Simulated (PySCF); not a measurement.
## Continuum solvent and chemical shifts

Atom-mapped SMILES (the numbers label the heavy atoms): `[CH3:1][C:2]([CH3:3])([CH3:4])[C@H:5]1[CH2:6][CH2:7][CH2:8][AlH:9]1`; H(Xn) means a hydrogen on atom n. Ha(C6), Ha(C7), Ha(C8) are cis to C2 on the ring; Hb(C6), Hb(C7), Hb(C8) are trans to C2 on the ring.

GIAO PBE0/pcSseg-1 in PySCF 2.14 on one PBE0-D3(BJ)/def2-SVP conformer, non-relativistic, equivalent nuclei averaged. Solvents enter as an IEF-PCM continuum (acetonitrile with ε = 35.7, water with ε = 78.4) around the gas-phase geometry. Shifts are referred to TMS, AlH4- computed in the same medium.

In acetonitrile, δ in ppm: C5 46.4, C1/C3/C4 34.0, C2 33.7, C6 32.5, C7 29.6, C8 12.1, Al9 216.9, H(Al9) 5.42, Ha(C7) 2.21, Hb(C6) 1.96, Ha(C6) 1.23, Hb(C7) 1.20, H(C1)/H(C3)/H(C4) 1.02, Hb(C8) 0.46. Dipole moment 0.20 D.

Q: How does each δ change in the more polar medium?

A: 
| atoms | environment | Δδ, water |
| --- | --- | --- |
| C5 | sp3 CH bonded to Al | 0.0 |
| C1/C3/C4 | methyl carbon | 0.0 |
| C2 | quaternary sp3 carbon | 0.0 |
| C6 | sp3 CH2 in a ring | 0.0 |
| C7 | sp3 CH2 in a ring | 0.0 |
| C8 | sp3 CH2 bonded to Al | 0.0 |
| Al9 | aluminium bonded to 2 C, H, in a 5-membered ring | -0.7 |
| H(Al9) | hydrogen on an aluminium bonded to 2 C, in a 5-membered ring | -0.01 |
| Ha(C7) | hydrogen on an sp3 CH2 in a ring | -0.01 |
| Hb(C6) | hydrogen on an sp3 CH2 in a ring | -0.01 |
| Ha(C6) | hydrogen on an sp3 CH2 in a ring | 0.00 |
| Hb(C7) | hydrogen on an sp3 CH2 in a ring | 0.00 |
| H(C1)/H(C3)/H(C4) | hydrogen on a methyl carbon | 0.00 |
| Hb(C8) | hydrogen on an sp3 CH2 bonded to Al | -0.01 |

Changes are relative to acetonitrile. The dipole moment becomes 0.20 D in water.

Q: Which nuclei move most (in ppm), and what does the model miss?

A: Al9 (aluminium bonded to 2 C, H, in a 5-membered ring, -0.7 ppm) in water. A continuum only polarises the solute; specific hydrogen bonds, the anisotropy of aromatic solvents and changes of geometry or conformer are outside it.
